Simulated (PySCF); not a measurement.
## Worked example: entropy of an ideal gas

Hf(H)3(SH) (H4HfS), SMILES [SH][HfH3], multiplicity 1.

Coordinates come from a PBE-D3(BJ)/def2-TZVP optimisation. The multiplicity is an assumed one; other spin states were not compared. The def2 effective core potentials stand for the cores of Hf; spin–orbit coupling is left out.

PySCF with PBE-D3(BJ)/def2-TZVP gives the harmonic wavenumbers 121, 260, 341, 350, 498, 556, 636, 649, 1662, 1668, 1706, 2532 cm⁻¹ and the rotational temperatures 2.1686, 0.1432, 0.1416 K. The molar mass is 214.58 g/mol, the symmetry number 1, the spin multiplicity 1.

Q: Work out the entropy at 298.15 K and 1 atm in the rigid-rotor, harmonic-oscillator model.

A: 
Translation (Sackur–Tetrode at 1 atm): S = R[1.5 ln M + 2.5 ln T − 1.16487] = 175.7 J/(mol K).
Rotation: q = (√π/σ) T^1.5/√(θA θB θC) = 43500, S = R[ln q + 3/2] = 101.3 J/(mol K).
Vibration: with u = 1.4388 ν/T, each mode gives R[u/(e^u − 1) − ln(1 − e^−u)]:
```
ν (cm⁻¹)  modes     u  S (J/(mol K))
--------  -----  ----  -------------
121           1  0.58          12.90
260           1  1.25           6.95
341           1  1.65           5.05
350           1  1.69           4.88
498           1  2.40           2.77
556           1  2.68           2.23
636           1  3.07           1.64
649           1  3.13           1.56
1662          1  8.02           0.02
1668          1  8.05           0.02
1706          1  8.23           0.02
```
The stiffer modes add less than 0.005 each. Sum 38.1 J/(mol K).
Spin: R ln 1 = 0.0 J/(mol K).
Total 315.0 J/(mol K); the program's own thermochemistry gives 315.0. Translation makes up 56 % and vibration 12 %. Anharmonicity, hindered rotation and orbital degeneracy are left out.
